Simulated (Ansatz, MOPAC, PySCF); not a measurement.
Complex: CH4 (SMILES C) (first 5 atoms) with C2H6O (SMILES COC); geometry from B3LYP-D3(BJ)/def2-TZVP, rigid monomers moved along the line of their centres of mass till H5···O7 is 2.30 Å.
(charge 0, multiplicity 1):
```xyz
14

C      0.10012     0.04827    -0.37655
H      1.14706     0.28507    -0.56454
H     -0.50867     0.43419    -1.19350
H     -0.01937    -1.03352    -0.31961
H     -0.21394     0.50107     0.56259
C      1.11725     0.23989     3.00938
O     -0.26758     0.46514     2.86458
C     -1.02251    -0.71891     2.99546
H      1.49242    -0.45119     2.24346
H      1.35323    -0.17427     3.99845
H      1.61756     1.20047     2.89678
H     -0.74485    -1.45710     2.23191
H     -2.07090    -0.45335     2.86841
H     -0.88458    -1.17333     3.98541
```

Interaction energies are E(AB) − E(A) − E(B) at the monomers' geometry in the complex; basis-set methods are counterpoise corrected. Rows marked so take none.

Correlated levels freeze the cores. Rows in 3-21G, 6-311+G**, 6-31G*, STO-3G carry no dispersion term and start afresh at each structure (6-31G* with six Cartesian d functions). MP2/6-31G* freezes PySCF's default core. The state that PM7 reach isn't checked; PM7 holds dispersion and hydrogen-bond terms.

Run with Ansatz (an electronic-structure program); MOPAC for PM7 (differences of heats of formation); PySCF for 3-21G rows, 6-311+G** rows, 6-31G* rows, STO-3G rows, the dispersion terms. Each number belongs to the level named beside it.

Other levels give for the interaction energy: PBE/def2-TZVPPD 1.1; B3LYP/def2-TZVPPD 4.7; B3LYP-D3(BJ)/def2-TZVPPD -3.7; wB97M-V/def2-TZVPPD -3.8; CCSD(T)/aug-cc-pVDZ -2.2 kJ/mol.

Task: What do these common cheap choices give for the same quantity: PM7, HF/STO-3G (no counterpoise), HF/6-31G* (no counterpoise), B3LYP/3-21G (no counterpoise), B3LYP/6-31G*, B3LYP/6-311+G** (no counterpoise), M06-2X/6-31G* (no counterpoise), MP2/6-31G* (no counterpoise)?

Result: PM7 -3.8; HF/STO-3G (no counterpoise) 2.6; HF/6-31G* (no counterpoise) 3.9; B3LYP/3-21G (no counterpoise) -12.6; B3LYP/6-31G* 4.4; B3LYP/6-311+G** (no counterpoise) 3.7; M06-2X/6-31G* (no counterpoise) -9.7; MP2/6-31G* (no counterpoise) -5.3 kJ/mol. They span -12.6 to 4.4 kJ/mol.
